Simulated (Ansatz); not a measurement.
Cl$_{2}$FHSeTi (`[F][Ti]([Cl])([Cl])[SeH]`) at its PBE0-D4/def2-TZVP geometry, where that method's forces vanish. Charge 0, multiplicity 1.

```xyz
6

F     0.3914   -0.9655   -1.9201
Ti   -0.0731    0.0096   -0.5674
Cl    0.7436    2.0229   -0.6872
Cl   -2.2339    0.1167   -0.3351
Se    0.8714   -1.1166    1.3233
H     0.3005   -0.0671    2.1864
```

What forces (eV/Å) does r2SCAN-D4/def2-TZVPP give on these atoms in the Gaussian-basis code of Ansatz? (An estimate is asked.)

The calculation gave: 
```
F1   0.075 -0.159 -0.227
Ti2  0.004  0.015  0.115
Cl3  0.092  0.232 -0.032
Cl4 -0.251  0.012  0.008
Se5  0.074 -0.087  0.150
H6   0.006 -0.013 -0.015
```
